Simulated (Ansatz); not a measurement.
A run of Ansatz (development build ahead of 0.2.0) on singlet CuCl at this shape:

```csv
atom,x (Å),y (Å),z (Å)
Cu,0.0000,0.0000,-0.8315
Cl,0.0000,0.0000,1.4184
```

Its results:

```json
{
 "Converged": "yes",
 "Reference energy": "-2098.54335 hartree",
 "Correlation energy": "-1.08737 hartree",
 "Total energy": "-2099.63072 hartree",
 "Spin squared of the determinant": "0.000"
}
```

(1) Which input gives this output? Name the method, the orbitals and the basis set, and write the input.

## Answers

(1) RHF-MP2 in cc-pVTZ. An unrestricted run that stays on the closed shell gives the same numbers.

```yaml
crystal:
  periodic: [false, false, false]
  atoms:
    - { symbol: Cu, position_ang: [0.0, 0.0, -0.83147] }
    - { symbol: Cl, position_ang: [0.0, 0.0, 1.4184] }
basis:
  gaussian: { orbitals: cc-pVTZ }
hamiltonian:
  xc: hf
correlation:
  method: mp2
  frozen_orbitals: { Cl: 5, Cu: 5 }
```
